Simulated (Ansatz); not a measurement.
Geometry optimisation of Ga2P3.

```yaml
crystal:
  periodic: [false, false, false]
  atoms:
    - {symbol: Ga, position_ang: [1.245962, -1.809638, 0.697114]}
    - {symbol: Ga, position_ang: [-0.503665, 1.859962, -1.264881]}
    - {symbol: P, position_ang: [-0.314932, -0.668342, -0.969199]}
    - {symbol: P, position_ang: [-1.221750, -0.082855, 0.934519]}
    - {symbol: P, position_ang: [0.794385, 0.700874, 0.602456]}
basis:
  gaussian: {orbitals: def2-SVP}
magnetization: {spin_polarized: true, initial_magnetization: 3}
hamiltonian: {xc: pbe, dispersion: d4}
scf: {lower_state_search: "off"}
output: {orbitals: {seedname: orbitals}}
relax: {f_tol: 0.02, max_steps: 100}
```

```sh
$ ansatz run in.yaml --threads 4 --pin off --events-out ev --progress --plain --max-ram 4787MiB
```

Shortened log:

```
Functional definition: PBE
mean field -132570.51410243 eV, -4871.8765337426 hartree, gradient 1.8e-6 eV, S^2 3.757470; 0 other end points of the search recorded, 0 dependent functions left out
relax step   1: F+E_penalty+E_count = -132570.87390996 eV  Δ(F+E_penalty+E_count) = +0.000e0 eV  max|allowed force component| = 8.110e-1 eV/Å  Δτ_max = 0.0000 Å  (23 SCF iters, accepted)
mean field -132570.58064994 eV, -4871.8789793184 hartree, gradient 1.6e-6 eV, S^2 3.757501; 0 other end points of the search recorded, 0 dependent functions left out
relax step   2: F+E_penalty+E_count = -132570.94285349 eV  Δ(F+E_penalty+E_count) = -6.894e-2 eV  max|allowed force component| = 4.624e-1 eV/Å  Δτ_max = 0.0845 Å  (22 SCF iters, accepted)
mean field -132570.64751669 eV, -4871.8814366261 hartree, gradient 2.0e-6 eV, S^2 3.757295; 0 other end points of the search recorded, 0 dependent functions left out
relax step   3: F+E_penalty+E_count = -132571.01519721 eV  Δ(F+E_penalty+E_count) = -7.234e-2 eV  max|allowed force component| = 1.820e-1 eV/Å  Δτ_max = 0.1950 Å  (28 SCF iters, accepted)
mean field -132570.63770505 eV, -4871.8810760548 hartree, gradient 2.2e-6 eV, S^2 3.757303; 0 other end points of the search recorded, 0 dependent functions left out
relax step   4: F+E_penalty+E_count = -132571.00834621 eV  Δ(F+E_penalty+E_count) = +6.851e-3 eV  max|allowed force component| = 3.873e-1 eV/Å  Δτ_max = 0.1942 Å  (27 SCF iters, rejected (line search))
mean field -132570.66499505 eV, -4871.8820789438 hartree, gradient 2.7e-6 eV, S^2 3.757350; 0 other end points of the search recorded, 0 dependent functions left out
relax step   5: F+E_penalty+E_count = -132571.03356924 eV  Δ(F+E_penalty+E_count) = -1.837e-2 eV  max|allowed force component| = 2.793e-2 eV/Å  Δτ_max = 0.0934 Å  (24 SCF iters, accepted)
mean field -132570.66611707 eV, -4871.8821201775 hartree, gradient 2.7e-6 eV, S^2 3.757332; 0 other end points of the search recorded, 0 dependent functions left out
relax step   6: F+E_penalty+E_count = -132571.03463235 eV  Δ(F+E_penalty+E_count) = -1.063e-3 eV  max|allowed force component| = 7.735e-3 eV/Å  Δτ_max = 0.0379 Å  (25 SCF iters, accepted)
mean field -132570.66608027 eV, -4871.8821188251 hartree, gradient 1.4e-6 eV, S^2 3.757327; 0 other end points of the search recorded, 0 dependent functions left out
relax step   7: F+E_penalty+E_count = -132571.03464965 eV  Δ(F+E_penalty+E_count) = -1.730e-5 eV  max|allowed force component| = 6.325e-3 eV/Å  Δτ_max = 0.0011 Å  (22 SCF iters, accepted)
mean field -132570.66608356 eV, -4871.8821189460 hartree, gradient 1.2e-6 eV, S^2 3.757325; 0 other end points of the search recorded, 0 dependent functions left out
relax step   8: F+E_penalty+E_count = -132571.03465379 eV  Δ(F+E_penalty+E_count) = -4.137e-6 eV  max|allowed force component| = 3.512e-3 eV/Å  Δτ_max = 0.0004 Å  (21 SCF iters, accepted)
mean field -132570.66610477 eV, -4871.8821197254 hartree, gradient 2.1e-6 eV, S^2 3.757322; 0 other end points of the search recorded, 0 dependent functions left out
relax step   9: F+E_penalty+E_count = -132571.03468191 eV  Δ(F+E_penalty+E_count) = -2.812e-5 eV  max|allowed force component| = 2.275e-2 eV/Å  Δτ_max = 0.0015 Å  (24 SCF iters, accepted)
mean field -132570.66631843 eV, -4871.8821275771 hartree, gradient 3.0e-6 eV, S^2 3.757330; 0 other end points of the search recorded, 0 dependent functions left out
relax step  10: F+E_penalty+E_count = -132571.03487593 eV  Δ(F+E_penalty+E_count) = -1.940e-4 eV  max|allowed force component| = 4.642e-2 eV/Å  Δτ_max = 0.0033 Å  (26 SCF iters, accepted)
mean field -132570.66785561 eV, -4871.8821840675 hartree, gradient 3.2e-6 eV, S^2 3.757358; 0 other end points of the search recorded, 0 dependent functions left out
relax step  11: F+E_penalty+E_count = -132571.03647643 eV  Δ(F+E_penalty+E_count) = -1.600e-3 eV  max|allowed force component| = 1.587e-1 eV/Å  Δτ_max = 0.0108 Å  (28 SCF iters, accepted)
mean field -132570.68044516 eV, -4871.8826467250 hartree, gradient 1.5e-6 eV, S^2 3.757647; 0 other end points of the search recorded, 0 dependent functions left out
relax step  12: F+E_penalty+E_count = -132571.04907956 eV  Δ(F+E_penalty+E_count) = -1.260e-2 eV  max|allowed force component| = 3.762e-1 eV/Å  Δτ_max = 0.0279 Å  (33 SCF iters, accepted)
mean field -132570.74415101 eV, -4871.8849878716 hartree, gradient 1.9e-6 eV, S^2 3.757751; 0 other end points of the search recorded, 0 dependent functions left out
relax step  13: F+E_penalty+E_count = -132571.11220058 eV  Δ(F+E_penalty+E_count) = -6.312e-2 eV  max|allowed force component| = 5.110e-1 eV/Å  Δτ_max = 0.0856 Å  (34 SCF iters, accepted)
mean field -132570.76263892 eV, -4871.8856672900 hartree, gradient 2.5e-6 eV, S^2 3.756666; 0 other end points of the search recorded, 0 dependent functions left out
relax step  14: F+E_penalty+E_count = -132571.12628805 eV  Δ(F+E_penalty+E_count) = -1.409e-2 eV  max|allowed force component| = 1.881e0 eV/Å  Δτ_max = 0.1957 Å  (30 SCF iters, accepted)
mean field -132571.05024012 eV, -4871.8962364392 hartree, gradient 8.7e-6 eV, S^2 3.755462; 0 other end points of the search recorded, 0 dependent functions left out
relax step  15: F+E_penalty+E_count = -132571.41542173 eV  Δ(F+E_penalty+E_count) = -2.891e-1 eV  max|allowed force component| = 1.281e0 eV/Å  Δτ_max = 0.1997 Å  (27 SCF iters, accepted)
mean field -132571.22193417 eV, -4871.9025460789 hartree, gradient 1.5e-6 eV, S^2 3.754751; 0 other end points of the search recorded, 0 dependent functions left out
relax step  16: F+E_penalty+E_count = -132571.61012972 eV  Δ(F+E_penalty+E_count) = -1.947e-1 eV  max|allowed force component| = 1.417e0 eV/Å  Δτ_max = 0.1951 Å  (27 SCF iters, accepted)
mean field -132571.44213247 eV, -4871.9106382172 hartree, gradient 1.1e-6 eV, S^2 3.754483; 0 other end points of the search recorded, 0 dependent functions left out
relax step  17: F+E_penalty+E_count = -132571.84272221 eV  Δ(F+E_penalty+E_count) = -2.326e-1 eV  max|allowed force component| = 8.703e-1 eV/Å  Δτ_max = 0.1945 Å  (26 SCF iters, accepted)
mean field -132571.57115464 eV, -4871.9153796946 hartree, gradient 5.8e-6 eV, S^2 3.754941; 0 other end points of the search recorded, 0 dependent functions left out
relax step  18: F+E_penalty+E_count = -132571.93473342 eV  Δ(F+E_penalty+E_count) = -9.201e-2 eV  max|allowed force component| = 2.532e-1 eV/Å  Δτ_max = 0.1974 Å  (21 SCF iters, accepted)
mean field -132571.60151100 eV, -4871.9164952703 hartree, gradient 2.0e-6 eV, S^2 3.754788; 0 other end points of the search recorded, 0 dependent functions left out
relax step  19: F+E_penalty+E_count = -132571.95592329 eV  Δ(F+E_penalty+E_count) = -2.119e-2 eV  max|allowed force component| = 1.375e-1 eV/Å  Δτ_max = 0.1172 Å  (25 SCF iters, accepted)
mean field -132571.61093239 eV, -4871.9168414999 hartree, gradient 1.3e-6 eV, S^2 3.754992; 0 other end points of the search recorded, 0 dependent functions left out
relax step  20: F+E_penalty+E_count = -132571.96345170 eV  Δ(F+E_penalty+E_count) = -7.528e-3 eV  max|allowed force component| = 1.432e-1 eV/Å  Δτ_max = 0.1056 Å  (26 SCF iters, accepted)
mean field -132571.62098739 eV, -4871.9172110145 hartree, gradient 1.6e-6 eV, S^2 3.755154; 0 other end points of the search recorded, 0 dependent functions left out
relax step  21: F+E_penalty+E_count = -132571.97166010 eV  Δ(F+E_penalty+E_count) = -8.208e-3 eV  max|allowed force component| = 5.398e-2 eV/Å  Δτ_max = 0.0520 Å  (22 SCF iters, accepted)
mean field -132571.62242224 eV, -4871.9172637442 hartree, gradient 2.5e-6 eV, S^2 3.755173; 0 other end points of the search recorded, 0 dependent functions left out
relax step  22: F+E_penalty+E_count = -132571.97369744 eV  Δ(F+E_penalty+E_count) = -2.037e-3 eV  max|allowed force component| = 1.867e-2 eV/Å  Δτ_max = 0.0366 Å  (21 SCF iters, accepted)
Total energy: -132571.97373270 eV, -4871.9301741655 hartree
Atom 0 at     1.870574    -1.109774    -0.246167 Å, force     0.001230     0.003776    -0.009561 eV/Å
Atom 1 at     0.692124     1.361853    -1.567690 Å, force     0.006414    -0.007281    -0.003616 eV/Å
Atom 2 at    -0.829869    -0.672074    -0.516898 Å, force     0.009197     0.014444     0.018673 eV/Å
Atom 3 at    -1.870004    -0.177987     1.334673 Å, force    -0.006463    -0.003785    -0.001276 eV/Å
Atom 4 at     0.137174     0.597982     0.996091 Å, force    -0.010379    -0.007154    -0.004220 eV/Å
Dipole moment:     0.170118     0.018414    -0.117290 e Å
Checks for a lower state left out: stability, starts, cluster_reference, orbital_swaps, neighbouring_geometries, increment
```

It took 62 s on 4 threads of Arm Neoverse N1 on a shared host.

The relaxation made no stability test and no search for a lower SCF solution. At PBE-D4/def2-SVP a doublet of charge 0 lies 1.95 eV below the quartet, each at its own geometry. The structure comes from a short search, and lower isomers may exist.
